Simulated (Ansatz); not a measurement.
Consider the homolysis of the B–C bond: `BCOC` → `[BH2]`• + `[CH2]OC`•.

Isolated molecules relaxed with PBE0-D4/def2-TZVP in Ansatz; ΔE leaves out vibrations. CBS: MP2 limit from def2 TZ/QZ plus the TZ coupled-cluster correction, frozen cores. This one scheme is used for every species. No spin–orbit coupling; open shells (•) take unrestricted orbitals. One conformer a species, not always the lowest.

```tsv
species	HF/def2-SVP energy (Eh)
`BCOC`	-179.17846
`[BH2]`•	-25.73104
`[CH2]OC`•	-153.32435
```

(1) Work out ΔE.

Largest T1 diagnostic among the species: 0.016.

## Answers

(1) ΔE = (-25.73104) + (-153.32435) − (-179.17846) = 0.12307 Eh = +323.1 kJ/mol. CCSD(T)/CBS gives +428.7 kJ/mol.

At CCSD(T), def2-SVP lies −13.3 kJ/mol from the extrapolated value and def2-TZVPP −9.0 kJ/mol: correlation converges slowly with the basis, and small sets miss more of it in the bonded molecule than in its fragments. From BLYP to BHLYP (50 % exact exchange), in def2-TZVPP and without D4, ΔE moves by +7.8 kJ/mol. Leaving LDA and LC-ωPBE aside and taking each functional with its dispersion term where it has one, the values, not all of them listed here, spread over 33.5 kJ/mol, from r2SCAN0-D4 to ωB97M-V. LDA lies +64.7 kJ/mol from PBE without D4, its usual overbinding.
